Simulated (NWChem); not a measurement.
Molecule: MgSiH3Cl; SMILES [SiH3][Mg][Cl]

```xyz
6

Mg    -0.0505    -0.3079     0.0001
Cl    -0.3971    -2.4917    -0.0004
Si     0.3495     2.2243     0.0006
H     -0.9292     2.9956    -0.1459
H      1.2454     2.6544    -1.1236
H      0.9945     2.6934     1.2716
```
Atoms are numbered in this order, from 1.

Program: NWChem. Coordinates come from a PBE0/def2-SVP optimisation. Vertical excitations in the gas phase.

Q: Estimate the computed values for CAM-B3LYP/def2-SVPD, TDA. Quantities: lowest excitation, singlet (eV); oscillator strength of that lowest state; orbital gap (eV).

A: 
```json
{
  "lowest excitation, singlet (eV)": "5.66",
  "oscillator_strength_of_that_lowest_state": "0.113",
  "orbital gap (eV)": "8.28"
}
```
